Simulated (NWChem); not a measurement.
HgCl cation; SMILES [Cl][Hg+]

Program: NWChem. def2 effective core potentials on Hg; no spin-orbit coupling. The level has its own optimisation; frequencies are unscaled.

Problem. What does the run give for PBE0/def2-TZVP? Quantities: r Cl–Hg (Å); highest harmonic frequency (cm⁻¹); zero-point energy (kcal/mol).

Solution. 
```yaml
r Cl–Hg (Å): 2.239
highest harmonic frequency (cm⁻¹): 379
zero-point energy (kcal/mol): 0.5
```
